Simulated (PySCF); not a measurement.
CH5AlOSe. Atoms are numbered in the order given.

```xyz
9

Al     1.0594     0.5420     0.0000
H      2.6436     0.4912     0.0000
O      0.3235     2.0848     0.0000
C     -0.9658     2.6344     0.0000
H     -1.7735     1.8646     0.0000
H     -1.1159     3.2770     0.8966
H     -1.1159     3.2770    -0.8966
Se    -0.2976    -1.3595     0.0000
H      0.9156    -2.2176     0.0000
```
Charge 0, spin multiplicity 1.

Geometry optimised at PBE-D3(BJ)/def2-SVP. One conformer was computed; it need not be the lowest.

Level of theory: PySCF with M06-2X/def2-TZVP.

Atomic charges (e):

```json
[
 {"atom": "Al1", "Mulliken": "0.48", "IAO": "0.89", "Löwdin": "-0.11"},
 {"atom": "H2", "Mulliken": "-0.08", "IAO": "-0.20", "Löwdin": "-0.10"},
 {"atom": "O3", "Mulliken": "___", "IAO": "-0.68", "Löwdin": "0.05"},
 {"atom": "C4", "Mulliken": "___", "IAO": "-0.16", "Löwdin": "-0.37"},
 {"atom": "H5", "Mulliken": "0.12", "IAO": "0.11", "Löwdin": "0.10"},
 {"atom": "H6", "Mulliken": "0.13", "IAO": "0.13", "Löwdin": "0.11"},
 {"atom": "H7", "Mulliken": "0.13", "IAO": "0.13", "Löwdin": "0.11"},
 {"atom": "Se8", "Mulliken": "-0.34", "IAO": "-0.30", "Löwdin": "0.14"},
 {"atom": "H9", "Mulliken": "___", "IAO": "0.07", "Löwdin": "0.07"}
]
```

**Question.** Complete the blanks. (An estimate is asked for; the answer gives what the named calculation found.)

**Answer.** 
- O3, Mulliken: -0.36
- C4, Mulliken: -0.23
- H9, Mulliken: 0.14
